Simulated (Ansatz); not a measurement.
A structure relaxed at r2SCAN-D4/def2-SVP in Ansatz, charge 0, singlet:

```xyz
5

Sn    0.0000    0.0000    0.0001
F     1.7137    0.3250    0.7727
F    -0.9255    1.6544   -0.2140
F    -1.0067   -1.1477    1.1440
F     0.2184   -0.8317   -1.7029
```

Q: Give its formula, name or SMILES and point group.

A: SnF4. Point group Td (tolerance 0.1 Å).

Q: Summarise the bond lengths by kind (pairs closer than 1.2 times the sum of covalent radii, bridged metal pairs left out).

A: 4 × F–Sn 1.91 Å.

In the def2 sets Sn takes a core potential; there is no spin–orbit coupling.
